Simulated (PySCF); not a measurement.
# C₆ coefficients of unlike pairs at PBE

Calculated with PySCF 2.14 from the dipole response of each species, C₆(A,B) = (3/π) ∫ α_A(iu) α_B(iu) du, in atomic units, from isotropic polarisabilities. For ions this is the dispersion term alone; charge-induced terms of lower order in 1/R come first.

```csv
species,configuration,basis,relativity,α (bohr³),C₆ (like pair)
F,[He] 2s2 2p5 (2P),aug-cc-pVQZ-DK (6s5p4d3f2g),spin-free X2C,4.037,11.06
Co⁺,[Ar] 3d8 (3F),aug-cc-pVDZ (7s6p4d2f),none,9.847,32.11
Te,[Kr] 4d10 5s2 5p4 (3P),"aug-cc-pwCVTZ-DK3 with one added diffuse shell each of s, p, d, f type (11s10p8d5f1g)",spin-free X2C,41.41,458.3
Mo²⁺,[Kr] 4d4 (5D),"aug-cc-pVTZ-PP with one added diffuse shell each of s, p, d, f, g type with ECP28MDF (7s7p6d4f3g)",core potential,10.60,56.51
```

Estimate C₆ for Co⁺ with F.

The integral gives 18.43. The combination rule 2 C_A C_B / (C_A α_B/α_A + C_B α_A/α_B) gives 17.69 and the geometric mean 18.84.

No spin-orbit coupling is included.

The other pairs:

| pair | C₆ |
| --- | --- |
| Te, F | 65.53 |
| Mo²⁺, F | 24.88 |
| Te, Co⁺ | 118.2 |
| Mo²⁺, Te | 153.4 |
| Mo²⁺, Co⁺ | 42.24 |
